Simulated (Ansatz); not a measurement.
Reaction (ligand exchange at the Al–Se bond): `C[Se][Al]([Cl])[Cl]` + `O[SiH3]` → `[SiH3][O][Al]([Cl])[Cl]` + `C[SeH]`

Program: Ansatz. Geometries: PBE0-D4/def2-TZVP. ΔE: electronic, gas phase. CCSD(T)/CBS adds triple-zeta CCSD(T) − MP2 to the extrapolated MP2 energy (def2 sets, frozen cores). Functionals use def2-TZVPP. B3LYP here is the variant with VWN-RPA as its local correlation; programs differ in this. HSE06 is defined as in plane-wave codes. For Se outer-core shells are correlated without core-valence functions, which leaves a few kJ/mol of doubt a bond. Scalar relativity is left out up to krypton. One conformer a species, not always the lowest.

CCSD(T)/CBS gives -9.1 kcal/mol.

**Question.** Another level gave -7.0 kcal/mol. Which?
A. HSE06-D4/def2-TZVPP
B. B3LYP/def2-TZVPP
C. CAM-B3LYP/def2-TZVPP
D. MP2/def2-TZVPP

**Answer.** A. HSE06-D4 -7.0, MP2/def2-TZVPP -9.4, B3LYP -11.4, CAM-B3LYP -12.8 kcal/mol.

Largest T1 diagnostic among the species: 0.011.

From PBE to PBE0 (25 % exact exchange), in def2-TZVPP and without D4, ΔE moves by −1.0 kcal/mol. In def2-TZVPP, CCSD(T) changes the Hartree–Fock value by +4.1 kcal/mol (the triples alone add +1.1 kcal/mol) and MP2 by +5.1 kcal/mol.
